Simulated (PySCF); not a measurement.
Bond length, frequency and bond energy of LaF by level of theory

State: singlet, about 0.1 electrons in the 4f shell (Mulliken). Set-up: La x2c-SVPall, F x2c-SVPall; spin-free X2C with a Gaussian nucleus (PySCF 2.14). De refers to La (5d1 6s2) + F in their high-spin ground configurations, without counterpoise correction. A positive dipole means La(−)F(+). Levels whose curve was spin-contaminated or gave no clean fit are not listed.

```
      Level  Re (Å)  ωe (cm⁻¹)  De (eV)  μ (D)
        RHF   2.060        602      n/a  -1.84
    RHF-MP2   2.032        635      n/a    n/a
RHF-SCS-MP2   2.038        629      n/a    n/a
   RHF-CCSD   2.044        622      n/a    n/a
RHF-CCSD(T)   2.043        621      n/a    n/a
```

**Question.** What does the triples do here, going from RHF-CCSD to RHF-CCSD(T)?

**Answer.** RHF-CCSD(T) less RHF-CCSD: -0.1 pm in Re, -0.2 % in ωe. Correlation nearly always deepens the well. The bond length hardly moves.

**Question.** What does all correlation do here, going from RHF to RHF-CCSD(T)?

**Answer.** RHF-CCSD(T) less RHF: -1.7 pm in Re, +3.2 % in ωe. Correlation nearly always deepens the well. The bond shortens, as is common for weak, ionic, metallic or heavy-atom bonds, where dispersion and the correlation of outer-core electrons can pull the atoms together.

Correlated steps freeze 19 core orbitals. These are scalar-relativistic numbers at best; spin–orbit coupling would shift them, the dissociation energy most.

The whole job (state search and all levels along the bond) took about 5.5 min on 2 threads of Arm Neoverse V1 (shared host), peak memory 1.7 GiB.
